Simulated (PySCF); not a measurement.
PySCF job for C2H6BrIn, SMILES [CH3][In]([Br])[CH3], TDA-PBE/def2-SVPD. Coordinates come from a B3LYP-D3(BJ)/def2-SVP optimisation. The structure was generated by enumeration; whether it is a known compound was not checked. The def2 effective core potentials stand for the cores of In; spin–orbit coupling is left out.

```python
import numpy as np
from pyscf import gto, scf, dft, tdscf

mol = gto.M(
    atom='''
    In    0.56888597    0.45377072    0.05134333
    Br   -1.41845637   -1.13279839   -0.13268765
    C     0.23712441    2.27039561   -1.08710737
    H     1.18557160    2.67656067   -1.46653262
    H    -0.23495344    3.01521437   -0.42823213
    H    -0.44242389    2.04807313   -1.92092895
    C     2.12018180   -0.38598420    1.31371827
    H     2.95673323    0.31402957    1.44635621
    H     2.48222257   -1.31412252    0.84743258
    H     1.67957289   -0.63304520    2.29048390
    ''',
    basis='def2-SVPD',
    ecp={'In': 'def2-svp'},
    charge=0,
    spin=0,
    max_memory=1600,
    verbose=4,
)
mf = dft.RKS(mol, xc='pbe').density_fit(auxbasis='def2-universal-jkfit')
mf.grids.level = 3
mf.conv_tol = 1e-9
mf.max_cycle = 100
mf.kernel()
mf.grids = dft.Grids(mol).set(level=1).build(with_non0tab=True)  # coarser grid for the response kernel
td = tdscf.TDA(mf)
td.singlet = True
td.nstates = 10
td.conv_tol = 1e-4
td.positive_eig_threshold = 1e-6
td.kernel(x0=td.get_init_guess(mf, 15))
td.analyze()
tt = tdscf.TDA(mf)
tt.singlet = False
tt.nstates = 4
tt.conv_tol = 1e-4
tt.positive_eig_threshold = 1e-6
tt.kernel(x0=tt.get_init_guess(mf, 9))
tt.analyze(verbose=3)
```

Log of the run:

```
PySCF version 2.14.0

[INPUT] verbose = 4
[INPUT] num. atoms = 10
[INPUT] num. electrons = 74
[INPUT] charge = 0
[INPUT] spin (= nelec alpha-beta = 2S) = 0
[INPUT] symmetry False subgroup None
[INPUT] Mole.unit = angstrom
[INPUT] Symbol           X                Y                Z      unit          X                Y                Z       unit  Magmom
[INPUT]  1 In     0.568885970000   0.453770720000   0.051343330000 AA    1.075038679408   0.857502384147   0.097024832023 Bohr   0.0
[INPUT]  2 Br    -1.418456370000  -1.132798390000  -0.132687650000 AA   -2.680494058945  -2.140678711448  -0.250743318612 Bohr   0.0
[INPUT]  3 C      0.237124410000   2.270395610000  -1.087107370000 AA    0.448100192349   4.290425897315  -2.054335197296 Bohr   0.0
[INPUT]  4 H      1.185571600000   2.676560670000  -1.466532620000 AA    2.240405625062   5.057966622082  -2.771345004541 Bohr   0.0
[INPUT]  5 H     -0.234953440000   3.015214370000  -0.428232130000 AA   -0.443997653624   5.697929366153  -0.809241443439 Bohr   0.0
[INPUT]  6 H     -0.442423890000   2.048073130000  -1.920928950000 AA   -0.836059983065   3.870297298781  -3.630029620248 Bohr   0.0
[INPUT]  7 C      2.120181800000  -0.385984200000   1.313718270000 AA    4.006562936287  -0.729404426409   2.482567735137 Bohr   0.0
[INPUT]  8 H      2.956733230000   0.314029570000   1.446356210000 AA    5.587416028101   0.593429882315   2.733217115464 Bohr   0.0
[INPUT]  9 H      2.482222570000  -1.314122520000   0.847432580000 AA    4.690720837514  -2.483331656923   1.601415485234 Bohr   0.0
[INPUT] 10 H      1.679572890000  -0.633045200000   2.290483900000 AA    3.173932768344  -1.196282052471   4.328387263726 Bohr   0.0

nuclear repulsion = 350.490158917054
number of shells = 67
number of NR pGTOs = 270
number of NR cGTOs = 161
basis = def2-SVPD
ecp = {'In': 'def2-svp'}


******** <class 'pyscf.df.df_jk.DFRKS'> ********
method = DFRKS
initial guess = minao
damping factor = 0
level_shift factor = 0
DIIS = <class 'pyscf.scf.diis.CDIIS'>
diis_start_cycle = 1
diis_space = 8
diis_damp = 0
SCF conv_tol = 1e-09
SCF conv_tol_grad = None
SCF max_cycles = 100
direct_scf = False
XC library pyscf.dft.libxc version 7.1.2
    S. Lehtola, C. Steigemann, M. J. T. Oliveira, and M. A. L. Marques,  SoftwareX 7, 1–5 (2018)
XC functionals = pbe
    J. P. Perdew, K. Burke, and M. Ernzerhof,  Phys. Rev. Lett. 77, 3865 (1996)
    J. P. Perdew, K. Burke, and M. Ernzerhof,  Phys. Rev. Lett. 78, 1396 (1997)
    J. P. Perdew, K. Burke, and M. Ernzerhof,  Phys. Rev. Lett. 77, 3865 (1996)
    J. P. Perdew, K. Burke, and M. Ernzerhof,  Phys. Rev. Lett. 78, 1396 (1997)
radial grids:
    Treutler-Ahlrichs [JCP 102, 346 (1995); DOI:10.1063/1.469408] (M4) radial grids

becke partition: Becke, JCP 88, 2547 (1988); DOI:10.1063/1.454033
pruning grids: <function nwchem_prune>
grids dens level: 3
symmetrized grids: False
atomic radii adjust function: <function treutler_atomic_radii_adjust>
small_rho_cutoff = 0
Set gradient conv threshold to 3.16228e-05
Initial guess from minao.
tot grids = 129384
init E= -2820.75441875186
  HOMO = -0.574637589273359  LUMO = -0.539191677131682  gap/eV = 0.96453
cycle= 1 E= -2841.0058573984  delta_E= -20.3  |g|= 2.92  |ddm|= 15.2
  HOMO = 0.0400933133731616  LUMO = 0.0604493845054298  gap/eV = 0.55392
cycle= 2 E= -2785.31619862629  delta_E= 55.7  |g|= 8.49  |ddm|= 63.5
  HOMO = -0.268216392892892  LUMO = -0.228821489428246  gap/eV = 1.07199
cycle= 3 E= -2842.85402192673  delta_E= -57.5  |g|= 1.18  |ddm|= 63.3
  HOMO = -0.219844734508378  LUMO = -0.0826531586336203  gap/eV = 3.73317
cycle= 4 E= -2843.25229313695  delta_E= -0.398  |g|= 0.421  |ddm|= 3.37
  HOMO = -0.226613809638371  LUMO = -0.0716154842000162  gap/eV = 4.21772
cycle= 5 E= -2843.28022682278  delta_E= -0.0279  |g|= 0.221  |ddm|= 0.79
  HOMO = -0.227361032291888  LUMO = -0.0769894254648748  gap/eV = 4.09182
cycle= 6 E= -2843.29063250457  delta_E= -0.0104  |g|= 0.0925  |ddm|= 0.385
  HOMO = -0.227191415637966  LUMO = -0.0758388159074032  gap/eV = 4.11851
cycle= 7 E= -2843.29276775913  delta_E= -0.00214  |g|= 0.0106  |ddm|= 0.128
  HOMO = -0.228094193545132  LUMO = -0.076980281159662  gap/eV = 4.11202
cycle= 8 E= -2843.29279825237  delta_E= -3.05e-05  |g|= 0.00475  |ddm|= 0.0236
  HOMO = -0.227862287975549  LUMO = -0.076999854810388  gap/eV = 4.10518
cycle= 9 E= -2843.29280370166  delta_E= -5.45e-06  |g|= 0.0023  |ddm|= 0.00841
  HOMO = -0.22776325689027  LUMO = -0.076940342321622  gap/eV = 4.10410
cycle= 10 E= -2843.2928053227  delta_E= -1.62e-06  |g|= 0.000451  |ddm|= 0.00329
  HOMO = -0.227829453803069  LUMO = -0.0769443303358995  gap/eV = 4.10579
cycle= 11 E= -2843.29280538682  delta_E= -6.41e-08  |g|= 9.42e-05  |ddm|= 0.000826
  HOMO = -0.227819756700921  LUMO = -0.0769436283755534  gap/eV = 4.10555
cycle= 12 E= -2843.29280538942  delta_E= -2.61e-09  |g|= 1.21e-05  |ddm|= 0.000179
  HOMO = -0.227820380644825  LUMO = -0.0769430054619309  gap/eV = 4.10558
cycle= 13 E= -2843.2928053895  delta_E= -7.46e-11  |g|= 1.7e-06  |ddm|= 2.57e-05
  HOMO = -0.227820849018526  LUMO = -0.076943151117389  gap/eV = 4.10559
Extra cycle  E= -2843.2928053895  delta_E= -3.64e-12  |g|= 2.59e-06  |ddm|= 7.89e-06
converged SCF energy = -2843.2928053895
tot grids = 40616
Overwritten attributes  positive_eig_threshold  of <class 'pyscf.tdscf.rks.TDA'>


******** <class 'pyscf.tdscf.rks.TDA'> for <class 'pyscf.df.df_jk.DFRKS'> ********
nstates = 10 singlet
deg_eia_thresh = 1.000e-03
wfnsym = None
conv_tol = 0.0001
eigh lindep = 1e-12
eigh level_shift = 0
eigh max_cycle = 100


Excitation energies (eV)
[4.14610151 4.73655609 4.79831444 4.96013237 5.09165662 5.15390975
 5.86996216 5.9364198  6.04323149 6.25547228]

** Singlet excitation energies and oscillator strengths **
Excited State   1:      4.14610 eV    299.04 nm  f=0.0000
      37 -> 38       -0.70660
Excited State   2:      4.73656 eV    261.76 nm  f=0.0614
      35 -> 39        0.21368
      37 -> 39        0.66813
Excited State   3:      4.79831 eV    258.39 nm  f=0.0246
      34 -> 39       -0.17139
      36 -> 38        0.67599
Excited State   4:      4.96013 eV    249.96 nm  f=0.0216
      36 -> 39       -0.70378
Excited State   5:      5.09166 eV    243.50 nm  f=0.0000
      35 -> 38       -0.70555
Excited State   6:      5.15391 eV    240.56 nm  f=0.0036
      34 -> 38        0.70394
Excited State   7:      5.86996 eV    211.22 nm  f=0.0153
      35 -> 39       -0.19364
      37 -> 40        0.67689
Excited State   8:      5.93642 eV    208.85 nm  f=0.1493
      34 -> 39       -0.62040
      34 -> 40       -0.25417
      36 -> 38       -0.11653
      37 -> 42       -0.13907
Excited State   9:      6.04323 eV    205.16 nm  f=0.2209
      35 -> 39       -0.56532
      35 -> 41       -0.17361
      37 -> 39        0.16783
      37 -> 40       -0.18819
      37 -> 41        0.25383
Excited State  10:      6.25547 eV    198.20 nm  f=0.0014
      36 -> 40       -0.70467

** Transition electric dipole moments (AU) **
state          X           Y           Z        Dip. S.      Osc.
  1        -0.0012     -0.0006     -0.0041      0.0000      0.0000
  2        -0.3402      0.4769     -0.4313      0.5292      0.0614
  3         0.3561      0.2862      0.0111      0.2088      0.0246
  4         0.1708     -0.1907     -0.3346      0.1775      0.0216
  5        -0.0043     -0.0080      0.0151      0.0003      0.0000
  6         0.0641     -0.0789     -0.1338      0.0282      0.0036
  7        -0.1567      0.2105     -0.1941      0.1065      0.0153
  8        -0.7962     -0.6211     -0.0845      1.0268      0.1493
  9        -0.5553      0.8205     -0.7142      1.4917      0.2209
 10        -0.0392      0.0534      0.0679      0.0090      0.0014

WARN: ECP detected. Skipping calculation of transition velocity and magnetic dipole moments, which have not yet been implemented.



******** <class 'pyscf.tdscf.rks.TDA'> for <class 'pyscf.df.df_jk.DFRKS'> ********
nstates = 4 triplet
deg_eia_thresh = 1.000e-03
wfnsym = None
conv_tol = 0.0001
eigh lindep = 1e-12
eigh level_shift = 0
eigh max_cycle = 100


Excitation energies (eV)
[4.04364769 4.29733503 4.32031524 4.74949604]

** Triplet excitation energies and oscillator strengths **
Excited State   1:      4.04365 eV    306.61 nm  f=0.0000
Excited State   2:      4.29734 eV    288.51 nm  f=0.0000
Excited State   3:      4.32032 eV    286.98 nm  f=0.0000
Excited State   4:      4.74950 eV    261.05 nm  f=0.0000
```

Self-consistency was reached.
